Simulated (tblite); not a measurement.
Start geometry of `C=N[SiH2]N1CCCC1` from a force field or distance geometry (Å):
```
atom  x, y, z in Å
C1     3.620    0.391    0.079
N2     2.497    0.001    0.531
Si3    1.428   -0.907   -0.535
N4    -0.172   -0.150   -0.610
C5    -1.291   -1.040   -0.512
C6    -2.439   -0.045   -0.387
C7    -1.857    0.892    0.669
C8    -0.375    0.976    0.262
H9     3.974    0.233   -0.924
H10    4.267    0.948    0.762
H11    1.975   -0.825   -1.899
H12    1.385   -2.347   -0.218
H13   -1.387   -1.530   -1.509
H14   -1.294   -1.748    0.307
H15   -2.577    0.486   -1.344
H16   -3.372   -0.531   -0.018
H17   -2.005    0.401    1.643
H18   -2.337    1.882    0.578
H19    0.287    1.046    1.123
H20   -0.334    1.878   -0.409
```

Q: What comes out of this run: GFN2-xTB geometry optimisation, gas phase (tblite 0.8.0)?

A: 
```
atom  x, y, z in Å
C1     3.6063    0.4353    0.1841
N2     2.4578    0.0063    0.3978
Si3    1.4283   -1.0202   -0.5410
N4    -0.1033   -0.2979   -0.3547
C5    -1.3295   -0.9727   -0.7210
C6    -2.4687   -0.0508   -0.2641
C7    -1.7880    0.8930    0.7267
C8    -0.4005    1.0374    0.1108
H9     4.1867    0.2530   -0.7267
H10    4.0987    1.0449    0.9394
H11    1.8112   -1.1742   -1.9590
H12    1.4790   -2.3290    0.1208
H13   -1.3756   -1.1598   -1.8009
H14   -1.3729   -1.9459   -0.2200
H15   -2.8540    0.5183   -1.1113
H16   -3.2921   -0.6067    0.1805
H17   -1.7081    0.4201    1.7056
H18   -2.3079    1.8434    0.8310
H19    0.3629    1.3644    0.8153
H20   -0.4354    1.7518   -0.7260
```

The energy falls by 14.0 kcal/mol over 132 L-BFGS steps, the largest force on an atom goes from 2.93 to 0.007 eV/Å, and the atoms move by 0.307 Å rms after alignment. The bond that changes most is Si3–N4 (SiH2 silicon to silicon-bound nitrogen), which shortens by 0.068 Å. Bonds longer at the end by more than 0.005 Å: 5 of 20; shorter: 11. Among the angles that change most is C1–N2–Si3, from 118.6° to 131.3°. Among the dihedrals that turn most is H12–Si3–N4–C5, from -7° to -54°. Rotational constants go from 4278, 985.7, 849.1 to 4069, 998.1, 841.9 MHz. The orientation of the end geometry is arbitrary; only internal coordinates are fixed.

On an Arm Neoverse V1 with one thread, no GPU, shared host with 32 logical CPUs at a one-minute load of 20, this took 1.0 s of wall time.

Its GFN2-xTB frequencies are all real (lowest 19 cm⁻¹). One conformer, not necessarily the lowest. 2 starts were optimised and ended at 0.00 and 0.47 kcal/mol (GFN2-xTB); the lowest of these is shown.

The numbers are calculated, not measured.
